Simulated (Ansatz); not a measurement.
Calculated with Ansatz (gas phase, PBE0-D4/def2-TZVP geometries, no zero-point term in ΔE). CCSD(T)/CBS adds triple-zeta CCSD(T) − MP2 to the extrapolated MP2 energy (def2 sets, frozen cores). Functionals use def2-TZVPP. B3LYP here is the variant with VWN-RPA as its local correlation; programs differ in this. Each species was taken in one conformer, which may not be the lowest.

`C=CCCCCC` + `CCCC` → `CCCCCCCC` + propene  (formal exchange of groups at a C–C bond)

```csv
level,ΔE (kcal/mol),difference from CCSD(T)/CBS
PBE-D4,0.1,0.1
r2SCAN-D4,0.0,0.0
PBE0-D4,0.0,0.0
B3LYP-D4,0.2,0.2
B2PLYP,-0.2,-0.2
PBE,-0.4,-0.4
MP2/def2-TZVPP,0.5,0.5
SCS-MP2/def2-TZVPP,0.3,0.3
CCSD(T)/def2-TZVPP,0.1,0.1
HF/def2-QZVPP,-0.8,-0.8
CCSD(T)/CBS,0.0,0
```

Largest T1 diagnostic among the species: 0.010.

In def2-TZVPP, CCSD(T) changes the Hartree–Fock value by +0.9 kcal/mol (the triples alone add +0.2 kcal/mol) and MP2 by +1.3 kcal/mol. The D4 term adds +0.8 kcal/mol with B3LYP and +0.4 kcal/mol with PBE0; it sums over pairs of atoms, weighted by their polarisabilities, and B3LYP, whose exchange is more repulsive, gets the larger term.
